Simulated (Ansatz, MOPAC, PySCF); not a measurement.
Torsion F1–Pb2–S3–H4 in FHPbS (SMILES [F][Pb][SH]); at each angle all else is relaxed with GFN2-xTB, and the levels are single points there.
Geometry at 0° (charge 0, multiplicity 1):
```xyz
4

F      1.7368    -0.8863    -0.1629
Pb     0.9949     1.0277    -0.6183
S     -1.4254     0.3986    -0.5014
H     -1.2676    -0.8764    -0.2021
```

On the grid 0° to 330°, 90° is the highest and 0° the lowest point at CCSD(T)/CBS(def2-TZVPP, def2-QZVPP).

Cores are frozen in the correlated methods. Filled d and f shells under p-block atoms count as core. CBS(a, b) extrapolates the correlation energy as X⁻³ and adds the Hartree–Fock energy of set b. Rows in LANL2DZ carry no dispersion term and start afresh at each structure. LANL2DZ brings its own core potentials from Na on. The state that AM1, PM3, PM6, PM7 reach isn't checked; PM7 holds dispersion and hydrogen-bond terms.

Codes used: Ansatz (Gaussian basis) for Hartree–Fock, density functionals and correlated methods; MOPAC for AM1, PM3, PM6, PM7 (differences of heats of formation); PySCF for LANL2DZ rows, the dispersion terms.  In def2 rows elements past Kr take small-core potentials, without spin–orbit coupling.

Other levels give for the energy at 90° less that at 0°: PBE/def2-TZVPP 7.20; B3LYP/def2-TZVPP 7.13; B3LYP-D3(BJ)/def2-TZVPP 7.25; wB97M-V/def2-TZVPP 7.15; CCSD(T)/CBS(def2-TZVPP, def2-QZVPP) 6.47 kcal/mol.

Question: What do these common cheap choices give for the same quantity: AM1, PM3, PM6, PM7, B3LYP/LANL2DZ?

Answer: AM1 7.29; PM3 6.00; PM6 6.78; PM7 3.86; B3LYP/LANL2DZ 7.96 kcal/mol. They span 3.86 to 7.96 kcal/mol.

Ansatz is an electronic-structure program.
